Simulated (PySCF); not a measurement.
C3H, SMILES [C][C][CH-] (connectivity only; charge and spin as stated), charge -1, multiplicity 1.

The structure is a stationary point at PBE0-D3(BJ)/def2-TZVPD.

Two levels are set side by side: PBE/def2-TZVPD (PySCF) and CAM-B3LYP/def2-TZVPD (PySCF). Same geometry, gas phase. Differences are taken from unrounded values.

```csv
quantity,CAM-B3LYP
orbital gap (eV),5.23
highest occupied level (eV),-1.44
lowest empty level (eV),3.79
mean polarisability (bohr³),55.0
```

Question: What does PBE give, and how far is it from CAM-B3LYP? (The exact figures need the calculation; the answer reports its results.)

Answer: 
```json
[
 {"quantity": "orbital gap (eV)", "PBE": "0.65", "PBE minus CAM-B3LYP": "-4.59"},
 {"quantity": "highest occupied level (eV)", "PBE": "0.97", "PBE minus CAM-B3LYP": "2.41"},
 {"quantity": "lowest empty level (eV)", "PBE": "1.61", "PBE minus CAM-B3LYP": "-2.18"},
 {"quantity": "mean polarisability (bohr³)", "PBE": "58.5", "PBE minus CAM-B3LYP": "3.5"}
]
```

PBE's occupied levels lie high since its potential decays too fast outside the molecule; exact exchange lowers them and widens the gap. PBE's more diffuse valence density responds more strongly to a field. Differences between two approximate levels are no errors against the true value.

Rough cost on one machine, each run with all the roots and properties that it gave: CAM-B3LYP against PBE within a factor of 2.
